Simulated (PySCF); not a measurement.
**P²⁺: excitation energy**

P²⁺ [Ne] 3s2 3p1 (2P) → P²⁺ [Ne] 3s1 3p2, s spin flipped, as a difference of total energies. Computed with PySCF 2.14 in def2-QZVPPD (10s6p5d2f1g, 76 functions), with no relativity, point nucleus. Correlated levels: valence: [Ne] frozen; valence and next inner shell: 1s2 frozen. The calculations carry no spin-orbit coupling.

```json
{"method": "UHF", "excitation energy (eV)": "11.322"}
{"method": "LDA", "excitation energy (eV)": "9.500"}
{"method": "PBE", "excitation energy (eV)": "9.493"}
{"method": "PBE0", "excitation energy (eV)": "9.960"}
{"method": "r2SCAN", "excitation energy (eV)": "9.804"}
{"method": "HSE06", "excitation energy (eV)": "9.964"}
{"method": "CAM-B3LYP", "excitation energy (eV)": "10.115"}
{"method": "revPBE", "excitation energy (eV)": "9.467"}
{"method": "BLYP", "excitation energy (eV)": "9.507"}
{"method": "MP2 (valence)", "excitation energy (eV)": "10.461"}
{"method": "SCS-MP2 (valence)", "excitation energy (eV)": "10.391"}
{"method": "MP2 (valence and next inner shell)", "excitation energy (eV)": "10.440"}
{"method": "SCS-MP2 (valence and next inner shell)", "excitation energy (eV)": "10.374"}
```

How much does correlation contribute at MP2 (valence and next inner shell)?

10.440 − (11.322) = -0.882 eV, measured against UHF.

The upper determinant mixes two multiplicities, so it lies between the two terms.
